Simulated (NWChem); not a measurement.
Everything below was run with NWChem. System: thiourea (CH4N2S), charge 0, spin multiplicity 1, at a geometry optimised with B3LYP/def2-SVP. Level: G0W0@BHandHLYP/def2-TZVP, RI basis def2-tzvp-rifit.

Job file:

```
start mol
memory heap 200 mb stack 700 mb global 1700 mb
geometry units angstroms nocenter noautoz
  N     -1.096516    -0.351608    -1.048769
  C      0.000000     0.000000    -0.315346
  N      1.096516     0.351608    -1.048769
  S      0.000000     0.000000     1.353408
  H     -1.189551    -0.054571    -2.014664
  H     -1.952430    -0.485514    -0.525175
  H      1.189551     0.054571    -2.014664
  H      1.952430     0.485514    -0.525175
  symmetry group C2
end
basis spherical
  * library def2-tzvp
end
basis "ri basis" bse spherical
  * library def2-tzvp-rifit
end
dft
  xc bhlyp
  iterations 100
  direct
  tolerances tight
end
task dft energy
gw
  method cdgw
  states alpha occ 4 vir 2
end
task dft gw
```

NWChem printed:

```
             Northwest Computational Chemistry Package (NWChem) 7.3.0
             --------------------------------------------------------

                                NWChem Input Module
                                -------------------

 Scaling coordinates for geometry "geometry" by  1.889725989
 (inverse scale =  0.529177249)

 Turning off AUTOSYM since
 SYMMETRY directive was detected!

                             Geometry "geometry" -> ""
                             -------------------------

 Output coordinates in angstroms (scale by  1.889725989 to convert to a.u.)

  No.       Tag          Charge          X              Y              Z
 ---- ---------------- ---------- -------------- -------------- --------------
    1 N                    7.0000    -1.09651600    -0.35160800    -1.04876900
    2 C                    6.0000     0.00000000     0.00000000    -0.31534600
    3 N                    7.0000     1.09651600     0.35160800    -1.04876900
    4 S                   16.0000     0.00000000     0.00000000     1.35340800
    5 H                    1.0000    -1.18955100    -0.05457100    -2.01466400
    6 H                    1.0000    -1.95243000    -0.48551400    -0.52517500
    7 H                    1.0000     1.18955100     0.05457100    -2.01466400
    8 H                    1.0000     1.95243000     0.48551400    -0.52517500

 Effective nuclear repulsion energy (a.u.)     156.9925954962

            Nuclear Dipole moment (a.u.)
            ----------------------------
        X                 Y               Z
 ---------------- ---------------- ----------------
     0.0000000000     0.0000000000     0.0000151178

      Symmetry information
      --------------------

 Group name             C2
 Group number              4
 Group order               2
 No. of unique centers     5

      Symmetry unique atoms

     1    2    4    5    6


 Summary of "ao basis" -> "" (spherical)
 ------------------------------------------------------------------------------
       Tag                 Description            Shells   Functions and Types
 ---------------- ------------------------------  ------  ---------------------
[...]
           0.000000000000          -0.000000000000         171.955414553946

     Multipole analysis of the density
     ---------------------------------

     L   x y z        total         alpha         beta         nuclear
     -   - - -        -----         -----         ----         -------
     0   0 0 0      0.000000    -20.000000    -20.000000     40.000000

     1   1 0 0      0.000000      0.000000      0.000000      0.000000
     1   0 1 0     -0.000000     -0.000000     -0.000000      0.000000
     1   0 0 1     -2.019133     -1.009574     -1.009574      0.000015

     2   2 0 0    -18.733857    -58.088551    -58.088551     97.443245
     2   1 1 0      0.583055    -12.963027    -12.963027     26.509108
     2   1 0 1     -0.000000     -0.000000     -0.000000     -0.000000
     2   0 2 0    -26.063396    -16.974507    -16.974507      7.885618
     2   0 1 1      0.000000      0.000000      0.000000     -0.000000
     2   0 0 2    -21.462433   -107.100421   -107.100421    192.738410

 Task  times  cpu:       32.5s     wall:       32.5s

                                NWChem Input Module
                                -------------------

                                 NWChem GW Module
                                 ----------------

                             ***********************
                             ***        GW       ***
                             ***********************

 Summary of "ri basis" -> "ri basis" (spherical)
 ------------------------------------------------------------------------------
       Tag                 Description            Shells   Functions and Types
 ---------------- ------------------------------  ------  ---------------------
 N                      def2-tzvp-rifit             22       76   8s6p4d3f1g
 C                      def2-tzvp-rifit             22       76   8s6p4d3f1g
 S                      def2-tzvp-rifit             29      113   9s7p6d5f2g
 H                      def2-tzvp-rifit              7       15   4s2p1d

                 Memory Information
                 ------------------
          Available GA per process is          1699.8 MBs
          Available stack per process is        700.0 MBs
          Available heap per process is           0.0 MBs

          Peak memory in Initialization
              Peak GA per process is                 11.8 MBs
              Peak stack per process is               0.3 MBs
              Peak heap per process is               12.3 MBs
              Memory not in MA per process            0.0 MBs

          Peak memory in CDGW Calculation
              Peak GA per process is                 14.4 MBs
              Peak stack per process is               2.5 MBs
              Peak heap per process is                3.0 MBs
              Memory not in MA per process            0.0 MBs

          Computing 2-center integrals
          Computing Inverse Cholesky factor
          Computing 3-center integrals
          Computing Vxc

          Computing Sigma_x
          Computing W(iw) on the imaginary grid
          Solving quasiparticle equations

                  Alpha Orbitals
          State     Energy (eV)     Error (eV)
          -----------------------------------
@GW        17        -12.746           0.003
@GW        18        -10.562           0.002
@GW        19         -8.453           0.002
@GW        20         -8.189           0.003
@GW        21          1.974           0.003
@GW        22          2.155           0.002

     GW Timing Statistics
   ------------------------
   Init.   :          0.1s
     ERIs  :          1.8s
     Distr.:          0.0s
     Vxc   :          2.4s
   Vmo     :          0.0s
   iW      :          3.6s
   I_n     :          0.0s
   R_n     :          0.1s
   GW total:          8.0s

 Task  times  cpu:        8.0s     wall:        8.0s

 Total times  cpu:       40.5s     wall:       40.5s
```
